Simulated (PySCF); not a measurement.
# Löwdin shares of the frontier orbitals

C6H6F2.
Z-matrix (Å and degrees, GFN2-xTB geometry), rows numbered from 1:
```
C 
C   1  1.3222
C   2  1.5126  1  134.51
C   3  1.5419  2   88.17  1  -173.83
F   4  1.3727  3  115.29  2  -122.64
C   2  1.4630  1  133.95  3  -178.66
C   6  1.3240  2  136.80  1   -10.06
F   7  1.3403  6  122.22  2     3.21
H   1  1.0763  2  121.42  3    -0.76
H   1  1.0759  2  121.21  3   179.32
H   3  1.0878  2  116.39  1   -55.93
H   3  1.0886  2  113.53  1    72.53
H   4  1.0945  3  115.61  2   112.26
H   7  1.0806  6  125.22  2  -176.36
```

Level of theory: TDDFT CAM-B3LYP/def2-SVPD, vertical, gas phase, core orbitals frozen in the response in PySCF.

Kohn–Sham orbitals with the atoms that hold most of them (Löwdin shares over 4%, at most four atoms; ? is withheld):

| orbital | ε (eV) | atoms |
| --- | --- | --- |
| LUMO+2 | 1.77 | C4 15%, C1 15%, H13 15%, F5 11% |
| LUMO+1 | 1.41 | C7 18%, C1 17%, C3 10%, F8 7% |
| LUMO | -0.38 | C7 21%, C1 18%, C2 14%, C6 14% |
| HOMO | ? | ? |
| HOMO-1 | -10.42 | ? |
| HOMO-2 | -11.07 | F5 26%, C4 17%, C3 15%, C2 12% |
| HOMO-3 | -11.17 | F5 19%, C6 18%, C2 12%, C4 12% |

(1) Give the leading atoms of the HOMO-1.

(2) Which atoms hold the HOMO, and with what shares?

(3) What is the HOMO energy, and the HOMO–LUMO gap?

Answers

(1) C6 (bonded to 3 C) 20%; C2 (bonded to 3 C) 19%; C1 (bonded to C and 2 H) 12%; C3 (bonded to 2 C and 2 H) 11%.

(2) C1 (bonded to C and 2 H) 25%; C7 (bonded to C, F and H) 20%; C2 (bonded to 3 C) 18%; C6 (bonded to 3 C) 17%.

(3) ε(HOMO) = -8.23 eV; the gap is 7.85 eV (0.2885 hartree).

**Question.** How does S1 compare with the orbital gap of 7.85 eV?

**Answer.** S1 is at 5.39 eV (f = 0.331), 2.46 eV below the gap, made of HOMO→LUMO (98%). 

**Question.** Give energy, strength and leading configuration of S1, S2, S4 and S5, and follow the Löwdin shares of the leading atoms from the occupied to the empty orbital.

**Answer.** 
- S1 (5.39 eV, f 0.331), HOMO→LUMO (98%): C1 25% → 18%, C7 20% → 21%
- S2 (6.67 eV, f 0.0003), HOMO→LUMO+1 (76%): C1 25% → 17%, C7 20% → 18%
- S4 (6.94 eV, f 0.068), HOMO-1→LUMO (72%): C6 20% → 14%, C2 19% → 14%, C7 at most 11% → 21%, C1 12% → 18%
- S5 (7.11 eV, f 0.028), HOMO-2→LUMO (71%): F5 26% → at most 15%, C4 17% → at most 15%, C7 at most 12% → 21%, C1 at most 12% → 18%

Löwdin shares depend on the basis, the more so with diffuse functions.
